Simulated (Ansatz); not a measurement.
Cost and result for the atomization energy of C$_{7}$H$_{15}$Br (`CCCCCCCBr`) (23 atoms, 22 bonds).

Cartesian coordinates in Å:
```
C 0.6287 -3.4214 -0.1707
C 0.2343 -1.9986 0.1852
C 0.0868 -1.1089 -1.0400
C -0.3907 0.3045 -0.7355
C 0.5922 1.1208 0.0901
C 0.1975 2.5800 0.2604
C -1.1462 2.8172 0.9079
Br -1.2481 2.0793 2.7133
H 0.7301 -4.0458 0.7199
H 1.5846 -3.4436 -0.7020
H -0.1181 -3.8869 -0.8202
H 0.9797 -1.5756 0.8661
H -0.7118 -2.0039 0.7393
H -0.6188 -1.5811 -1.7335
H 1.0463 -1.0622 -1.5710
H -1.3529 0.2438 -0.2133
H -0.5848 0.8279 -1.6799
H 0.7134 0.6718 1.0798
H 1.5779 1.0850 -0.3874
H 0.9674 3.1072 0.8310
H 0.1527 3.0634 -0.7252
H -1.3571 3.8781 1.0231
H -1.9629 2.3488 0.3626
```

Charge 0, multiplicity 1. Correlated methods include outer-core shells of Br, which these sets cover unevenly. Scalar relativity is left out up to krypton. All single points use the PBE0-D4/def2-TZVP geometry. It is one conformer, not always the lowest. Program: Ansatz. All runs use 4 threads of an AMD EPYC 7R13 on a shared host and a share of an NVIDIA H100 80 GB. Times are those of one run each, without the atoms' runs, and a repeat can differ threefold. Electronic energies, without spin–orbit coupling; frozen cores. CCSD(T)/CBS adds CCSD(T) − MP2 in def2-TZVPP to the MP2 limit, and its time is that of the two runs behind it. T1 = 0.008. With those shells the extrapolation isn't a true limit. B3LYP takes the VWN-RPA correlation (the form of Gaussian; ORCA's B3LYP/G). HSE06 is the plane-wave form, built on full-range PBE exchange.

CCSD(T)/CBS is a level of theory with its own doubt, some kJ/mol a heavy atom from the limit and from the frozen cores, so smaller differences don't rank the functionals.

```csv
level,functions,wall time
PBE-D4/def2-TZVPP (with forces),475,6 s
PBE0-D4/def2-TZVPP,475,11 s
HSE06-D4/def2-TZVPP,475,11 s
r2SCANh-D4/def2-TZVPP,475,15 s
B3LYP-D4/def2-TZVPP (with forces),475,15 s
CCSD(T)/def2-SVP,205,17 s
B2PLYP/def2-TZVPP,475,18 s
PBE-QIDH/def2-TZVPP,475,20 s
ωB97M-V/def2-TZVPP (with forces),475,21 s
CAM-B3LYP-D4/def2-TZVPP,475,22 s
MP2/def2-QZVPP,938,22 s
CCSD(T)/def2-TZVPP,475,58 s
CCSD(T)/CBS(def2),–,80 s
```

What atomization energy does each give, and how far from CCSD(T)/CBS? (An estimate is asked.)

Ansatz gave: 
| level | atomization (kJ/mol) | difference from CCSD(T)/CBS | per bond |
| --- | --- | --- | --- |
| PBE-D4/def2-TZVPP (with forces) | 9170.5 | 157.5 | 7.2 |
| PBE0-D4/def2-TZVPP | 9080.0 | 67.0 | 3.0 |
| HSE06-D4/def2-TZVPP | 9084.9 | 71.9 | 3.3 |
| r2SCANh-D4/def2-TZVPP | 9000.5 | -12.5 | -0.6 |
| B3LYP-D4/def2-TZVPP (with forces) | 9004.5 | -8.5 | -0.4 |
| CCSD(T)/def2-SVP | 8677.9 | -335.1 | -15.2 |
| B2PLYP/def2-TZVPP | 8914.1 | -98.9 | -4.5 |
| PBE-QIDH/def2-TZVPP | 9015.2 | 2.2 | 0.1 |
| ωB97M-V/def2-TZVPP (with forces) | 9024.1 | 11.1 | 0.5 |
| CAM-B3LYP-D4/def2-TZVPP | 9039.6 | 26.6 | 1.2 |
| MP2/def2-QZVPP | 9023.4 | 10.4 | 0.5 |
| CCSD(T)/def2-TZVPP | 8824.7 | -188.3 | -8.6 |
| CCSD(T)/CBS(def2) | 9013.0 | 0.0 | 0.0 |

From r2SCAN to r2SCAN0 (25 % exact exchange), in def2-TZVPP and without D4, the atomization energy moves by −70.9 kJ/mol: exact exchange takes away binding that semilocal exchange gives to molecules. In def2-TZVPP, CCSD(T) changes the Hartree–Fock value by +2013.1 kJ/mol (the triples alone add +108.5 kJ/mol) and MP2 by +2102.0 kJ/mol; breaking electron pairs costs correlation energy, which Hartree–Fock lacks. Leaving LDA and LC-ωPBE aside and taking each functional with its dispersion term where it has one, the values, not all of them listed here, spread over 351.3 kJ/mol, from BHLYP-D4 to PBE-D4. LDA lies +1097.8 kJ/mol from PBE without D4, its usual overbinding.
